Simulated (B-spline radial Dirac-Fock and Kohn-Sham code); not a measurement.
# Kohn-Sham estimates against Dirac-Fock for the levels of Ta

System: the free tantalum atom in the configuration [Xe] 4f14 5d3 6s2.

The density-functional columns are spherical, spin-unpolarised Dirac-Kohn-Sham results without Breit or QED terms: −ε is minus the orbital energy of the initial state and ΔSCF the difference of two total energies, and "half-occupied" is minus the orbital energy with half an electron removed (Slater transition state). The reference in the last column comes from Dirac-Fock (average of configuration) total-energy differences with a finite nucleus, the Breit interaction including its frequency dependence, and self-energy and vacuum-polarisation corrections. All numbers are from an atomic code on a B-spline grid, in eV; a selection of levels is shown. For the 1s level of heavy atoms much of the gap between ΔSCF and the reference is the Breit and QED part, -333.6 eV here; for other levels the error of the functional can be larger.

| level | PBE0 −ε | LDA −ε | LDA half-occupied | PBE −ε | PBE ΔSCF | Dirac-Fock |
| --- | --- | --- | --- | --- | --- | --- |
| 1s | 67401.0 | 67197.0 | 67739.8 | 67254.1 | 67797.6 | 67416.9 |
| 2s | 11609.1 | 11539.5 | 11636.1 | 11547.9 | 11644.3 | 11694.6 |
| 2p1/2 | 11090.0 | 11034.4 | 11159.5 | 11038.3 | 11163.4 | 11143.2 |
| 2p3/2 | 9819.2 | 9765.7 | 9873.3 | 9768.2 | 9875.8 | 9887.3 |
| 3s | 2675.1 | 2642.8 | 2668.7 | 2645.3 | 2671.2 | 2721.4 |
| 3p1/2 | 2444.3 | 2417.3 | 2445.3 | 2418.3 | 2446.4 | 2478.6 |
| 3p3/2 | 2169.6 | 2144.2 | 2169.5 | 2144.9 | 2170.2 | 2204.7 |
| 3d3/2 | 1780.7 | 1761.0 | 1792.0 | 1761.0 | 1792.0 | 1800.1 |
| 3d5/2 | 1721.0 | 1701.4 | 1731.4 | 1701.4 | 1731.4 | 1741.6 |
| 4s | 553.9 | 538.1 | 549.0 | 539.3 | 550.3 | 578.6 |
| 4p1/2 | 458.4 | 445.0 | 455.9 | 445.6 | 456.6 | 478.0 |
| 4p3/2 | 395.0 | 381.9 | 392.3 | 382.7 | 393.2 | 415.1 |
| 4d3/2 | 237.9 | 228.5 | 238.6 | 228.6 | 238.9 | 249.8 |
| 4d5/2 | 226.2 | 216.9 | 226.9 | 217.1 | 227.2 | 238.3 |
| 4f5/2 | 30.46 | 25.97 | 34.90 | 25.74 | 34.78 | 31.34 |
| 4f7/2 | 28.43 | 23.99 | 32.82 | 23.76 | 32.71 | 29.46 |
| 5s | 77.23 | 73.00 | 79.20 | 72.80 | 79.05 | 83.01 |
| 5p1/2 | 48.78 | 45.92 | 51.72 | 45.69 | 51.53 | 51.26 |
| 5p3/2 | 39.87 | 37.09 | 42.57 | 36.94 | 42.47 | 42.55 |
| 5d | 3.25 | 3.80 | 7.83 | 3.60 | 7.69 | 6.50 |
| 6s | 6.20 | 5.61 | 8.66 | 5.44 | 8.47 | 6.56 |

**Question.** Order the estimates of the K (1s) level by their distance from the Dirac-Fock value, nearest first.
A. PBE ΔSCF
B. PBE −ε
C. LDA half-occupied
D. LDA −ε
E. PBE0 −ε

**Answer.** E (15.9 eV), B (162.8 eV), D (219.9 eV), C (322.9 eV), A (380.7 eV).

An eigenvalue near the reference for a deep level is a cancellation of errors: it lacks relaxation, carries self-interaction and omits Breit and QED terms.

Values without a named source are computed, but for edge energies of neutral atoms, which are taken from tables.
